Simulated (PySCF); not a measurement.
## Field gradients at the hydrogen positions

C₅H₁₂Si₂.
Atom-mapped SMILES: `[CH2:1]=[C:2]1[CH2:3][CH2:4][CH2:5][Si@H:6]1[SiH3:7]` (hydrogens: H8, H9 on C1; H10, H11 on C3; H12, H13 on C4; H14, H15 on C5; H16 on Si6; H17, H18, H19 on Si7)

Structure used (GFN2-xTB), in Å, numbered top down from 1:
```
atom  x, y, z in Å
C1    -0.1371    2.1817    1.0237
C2    -0.3676    1.0132    0.4459
C3    -1.5133    0.7659   -0.4976
C4    -1.8720   -0.7180   -0.4418
C5    -0.5796   -1.5292   -0.5148
Si6    0.6351   -0.5856    0.6223
Si7    2.8228   -0.4679   -0.1062
H8     0.7023    2.3294    1.6836
H9    -0.7706    3.0429    0.8658
H10   -2.3732    1.3954   -0.2602
H11   -1.1858    1.0178   -1.5117
H12   -2.3735   -0.9265    0.5061
H13   -2.5593   -0.9845   -1.2482
H14   -0.7562   -2.5647   -0.2293
H15   -0.2148   -1.5425   -1.5438
H16    0.4704   -1.0885    2.0033
H17    3.6087   -1.6023    0.3854
H18    3.4905    0.7431    0.3760
H19    2.9634   -0.4704   -1.5659
```

Level: PBE0/pcSseg-1 (PySCF, non-relativistic); Q(2H) = 0.00286 b; rigid geometry, the same for H and D, with no vibrational averaging.

Task: Rank these positions by the coupling χzz of a deuteron there, largest first.
A. H15 (methylene hydrogen)
B. H11 (methylene hydrogen)
C. H16 (Si–H hydrogen)
D. H14 (methylene hydrogen)
E. H8 (vinylic hydrogen)
F. H18 (Si–H hydrogen)

Result: E (226 kHz), D (215 kHz), A (210 kHz), B (202 kHz), F (111 kHz), C (104 kHz).

Task: Tabulate Vzz, the asymmetry η and χzz = 234.96 MHz × Q × Vzz for every hydrogen position.

Result: 
```json
{"atom": "H8", "bonded to": "C1", "bond length (Å)": "1.078", "Vzz (au)": "0.3356", "η": "0.06", "χzz (kHz)": "226"}
{"atom": "H9", "bonded to": "C1", "bond length (Å)": "1.081", "Vzz (au)": "0.3304", "η": "0.05", "χzz (kHz)": "222"}
{"atom": "H10", "bonded to": "C3", "bond length (Å)": "1.092", "Vzz (au)": "0.3064", "η": "0.02", "χzz (kHz)": "206"}
{"atom": "H11", "bonded to": "C3", "bond length (Å)": "1.095", "Vzz (au)": "0.3003", "η": "0.00", "χzz (kHz)": "202"}
{"atom": "H12", "bonded to": "C4", "bond length (Å)": "1.093", "Vzz (au)": "0.3023", "η": "0.01", "χzz (kHz)": "203"}
{"atom": "H13", "bonded to": "C4", "bond length (Å)": "1.092", "Vzz (au)": "0.3054", "η": "0.01", "χzz (kHz)": "205"}
{"atom": "H14", "bonded to": "C5", "bond length (Å)": "1.088", "Vzz (au)": "0.3195", "η": "0.03", "χzz (kHz)": "215"}
{"atom": "H15", "bonded to": "C5", "bond length (Å)": "1.092", "Vzz (au)": "0.3119", "η": "0.03", "χzz (kHz)": "210"}
{"atom": "H16", "bonded to": "Si6", "bond length (Å)": "1.479", "Vzz (au)": "0.1545", "η": "0.01", "χzz (kHz)": "104"}
{"atom": "H17", "bonded to": "Si7", "bond length (Å)": "1.465", "Vzz (au)": "0.1642", "η": "0.00", "χzz (kHz)": "110"}
{"atom": "H18", "bonded to": "Si7", "bond length (Å)": "1.465", "Vzz (au)": "0.1647", "η": "0.01", "χzz (kHz)": "111"}
{"atom": "H19", "bonded to": "Si7", "bond length (Å)": "1.466", "Vzz (au)": "0.1632", "η": "0.00", "χzz (kHz)": "110"}
```

Task: Average by the element that carries the hydrogen.

Result: on C: 211 kHz over 8 positions, mean bond length 1.089 Å; on Si: 109 kHz over 4 positions, mean bond length 1.469 Å.

Task: How does χzz go with the bond length over the 8 C–H bonds?

Result: A straight-line fit has a slope of -14.0 kHz for each 0.01 Å, with a correlation coefficient of -0.97, over lengths from 1.078 to 1.095 Å. The longer bonds have the smaller couplings here.

Geometry: GFN2-xTB, one conformer, isolated molecule. GFN2-xTB bond lengths can be off by several hundredths of an ångström, more for odd bonds, and the gradients follow them. These gradients aren't converged with respect to the basis.
